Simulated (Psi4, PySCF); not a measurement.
Here is a job for PySCF.
```python
from pyscf import gto, scf, cc

mol = gto.M(
    atom='''
O     0.06734955    0.70545160   -0.04079075
O     0.02832837   -0.59600105   -0.02035813
H    -0.76542330   -0.87560443    0.48919096
''',
    basis='6-31g**',
    spin=1,
    verbose=4,
)

mf = scf.UHF(mol)
mf.kernel()

mycc = cc.CCSD(mf, frozen=2)
mycc.kernel()
et = mycc.ccsd_t()
print('E(CCSD(T)) = %.10f' % (mycc.e_tot + et))
```

Problem. Convert this to an input for Psi4.

Solution. This is not unique; one that fits is 
```
memory 2 GB

molecule {
0 2
O     0.06734955    0.70545160   -0.04079075
O     0.02832837   -0.59600105   -0.02035813
H    -0.76542330   -0.87560443    0.48919096
}

set {
  basis 6-31g**
  reference uhf
  freeze_core true
  mp2_type conv
  scf_type pk
  puream true
  d_convergence 1e-8
}

energy('ccsd(t)')
print_variables()
```

Both were run: PySCF gave -150.529411 Eh and Psi4 -150.529411 Eh, 0.000 mEh apart.
